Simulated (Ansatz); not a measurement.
Mn2O4⁺, relaxed as a doublet with UKS PBE-D4/def2-SVP in Ansatz, starting from the GFN2-xTB geometry. Force threshold 0.02 eV/Å.

The structure holds 1 bond(s) between oxygen atoms. The charge 1 doublet is spin-contaminated (final ⟨S²⟩ up to 4.40, 0.75 for a pure state). The relaxation made no stability test and no search for a lower SCF solution. No other spin state of charge 1 was run. Another isomer (doublet) lies 0.60 eV lower at PBE0-D4/def2-TZVP; other spin states weren't run for this one.

Start:

```xyz
6

Mn    0.4858   -1.5671   -0.3440
Mn    0.5611    0.5903   -0.0935
O    -0.5442    1.4952    0.3520
O    -1.3759    2.2786    0.7005
O    -0.7409   -2.2725   -0.0654
O     1.6141   -0.5246   -0.5496
```

Q: Estimate the energy that the relaxation releases and the steps that it takes.

A: 5.47 eV, in 19 steps; 47 s on 4 threads of Arm Neoverse V2 on a shared host. The force fell under the threshold at step 16, but the optimiser went on. No frequencies were taken in this run, so the end may be a saddle point.

Q: Does the start keep its bonding and symmetry?

A: Bonds formed: Mn2–O5 (atoms count from 1). Point group Cs at the start, C2 at the end, both within 0.05 Å; within 0.015 Å the end is Cs.

Q: Predict the relaxed structure.

A: 
```xyz
6

Mn    1.039   -2.174   -0.592
Mn   -0.030    0.105    0.027
O    -0.784    1.637    0.450
O    -1.326    2.700    0.743
O    -0.510   -1.708   -0.030
O     1.611   -0.560   -0.598
```
Bond lengths (bridged metal pairs left out): 5 × Mn–O 1.71 to 1.88 Å; 1 × O–O 1.23 Å.
